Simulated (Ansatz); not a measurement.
Molecule: C₃H₁₀GeN, charge 0, multiplicity 2. It need not be the lowest isomer of its formula. 
Geometry from a B3LYP-D3(BJ)/def2-TZVP (Ansatz, a quantum-chemistry and plane-wave program) optimisation:
```xyz
15

C      2.6839     0.5452    -0.8732
C      1.6449     0.2109     0.1346
N      0.2882     0.3690    -0.3799
C     -0.0714     1.7587    -0.6219
Ge    -1.0213    -0.6963     0.3808
H      3.6735     0.8563    -0.5678
H      2.4958     0.3462    -1.9195
H      1.7682    -0.8380     0.4482
H      1.8115     0.8099     1.0476
H     -0.0626     2.3732     0.2929
H     -1.0683     1.8184    -1.0611
H      0.6306     2.2114    -1.3270
H     -0.4989    -2.1415     0.3510
H     -2.2877    -0.5276    -0.4738
H     -1.3428    -0.2995     1.8461
```
Charge 0, spin multiplicity 2.

Parts of the frozen-core correlation energy in cc-pVDZ (Ansatz, hartree). Frozen orbitals: 18; correlated occupied orbitals by spin: 16 and 15; virtual: 99 and 100. Open shells are spin-unrestricted. No spin-orbit coupling. Non-relativistic.

```json
[
 {"term": "reference (HF)", "value": "-2249.15112"},
 {"term": "MP2 opposite-spin", "value": "___"},
 {"term": "MP2 same-spin", "value": "-0.15185"},
 {"term": "CCSD correlation", "value": "___"},
 {"term": "(T)", "value": "___"},
 {"term": "T1 diagnostic", "value": "0.011"},
 {"term": "largest doubles amplitude", "value": "0.025"},
 {"term": "<S^2> of the reference", "value": "0.763"}
]
```

Question: Some entries are withheld; supply them.

Answer: 
- MP2 opposite-spin, value: -0.52465
- CCSD correlation, value: -0.74896
- (T), value: -0.02154
